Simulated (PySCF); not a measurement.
Structure with atom numbers: `[CH3:1]/[N:2]=[CH:3]\[CH2:4][C:5]([CH3:6])([CH3:7])[CH3:8]`. Each H is labelled by its parent atom.

One conformer, non-relativistic, rapidly exchanging positions averaged, isolated molecule. GFN2-xTB geometry; σ from GIAO-PBE0/pcSseg-1; PySCF.

Scale: 13C (186.93 ppm), 1H (31.72 ppm) vs TMS; 15N (267.73 ppm) vs NH3 (reference shieldings calculated alike).

```csv
atoms,nucleus,count,δ (ppm)
C3,13C,1,167.0
C6/C7/C8,13C,3,31.2
C5,13C,1,?
H(C6)/H(C7)/H(C8),1H,9,1.00
H(C3),1H,1,?
C4,13C,1,42.6
C1,13C,1,41.2
H(C4),1H,2,2.07
H(C1),1H,3,3.64
N2,15N,1,?
```

Fill in the missing shifts.

Results:


- C5: 34.8 ppm, quaternary sp3 carbon; saturated and bonded to C and H only
- H(C3): 7.98 ppm, hydrogen on a C=N carbon
- N2: 385.5 ppm, imine nitrogen

Shifts are as computed. Against solution values, carbons near 30 ppm lie about +3 ppm off and those near 130 ppm about +5 ppm. Of 1211 compounds with measured shifts, 218 miss one by over three times the rms of a fit or turn the order of signals round; such compounds aren't used in these exercises. Experimental scales use liquid or dissolved standards, which lie at an offset from isolated NH3 (liquid NH3: subtract about 20 ppm). Unscaled 15N shifts of sp2 nitrogen come out 20 to 40 ppm too high even then.
